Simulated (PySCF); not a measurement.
A species of formula C5H10O2 has this rotational fingerprint, computed with PBE0-D3(BJ)/def2-SVP geometry optimisation, gas phase (PySCF 2.14.0):

```
Rotational constants : A = 4741, B = 1815, C = 1486 MHz
Dipole components    : |μa| = 0.31 D, |μb| = 1.55 D, |μc| = 0.66 D
Inertial defect      : -45.07 u·Å²
κ                    : -0.80
```

Problem. Which candidate fits, each taken in the one conformer that was computed?
A. `[CH3:1][CH:2]([CH3:3])[CH2:4][O:5][CH:6]=[O:7]` with C1–C2–C4–O5 -58°, C2–C4–O5–C6 -85°, C4–O5–C6–O7 0°
B. `[CH3:1][O:2][C:3](=[O:4])[CH:5]([CH3:6])[CH3:7]` with C1–O2–C3–O4 -1°, O2–C3–C5–C6 163° (methyl isobutyrate)
C. `[CH3:1][CH2:2][CH2:3][O:4][C:5]([CH3:6])=[O:7]` with C1–C2–C3–O4 176°, C2–C3–O4–C5 84°, C3–O4–C5–C6 179° (propyl acetate)
D. `[CH3:1][C@H:2]1[CH2:3][CH2:4][O:5][CH2:6][O:7]1` with C1–C2–C3–C4 172°, C2–C3–C4–O5 -53°, C3–C4–O5–C6 56°, C4–O5–C6–O7 -61°

Solution. B. It is COC(=O)C(C)C, an asymmetric top, point group C1. The candidates at the same level (rigid rotor, commonest isotopes):

| SMILES | A (MHz) | B (MHz) | C (MHz) | μa (D) | μb (D) | μc (D) | Δ (u·Å²) | point group | rotor |
| --- | --- | --- | --- | --- | --- | --- | --- | --- | --- |
| COC(=O)C(C)C | 4741 | 1815 | 1486 | 0.31 | 1.55 | 0.66 | -45.07 | C1 | asymmetric top |
| CCCOC(C)=O | 6926 | 1304 | 1208 | 0.30 | 1.66 | 0.19 | -42.25 | C1 | near-prolate asymmetric top |
| C[C@H]1CCOCO1 | 4861 | 2396 | 1754 | 0.72 | 1.30 | 1.24 | -26.74 | C1 | asymmetric top |
| CC(C)COC=O | 4675 | 1605 | 1424 | 1.28 | 0.99 | 0.69 | -67.91 | C1 | asymmetric top |

`CCCOC(C)=O` has A 46 % too high; `CC(C)COC=O` has B 12 % too low; `C[C@H]1CCOCO1` has B 32 % too high. No structure here is proved a minimum.
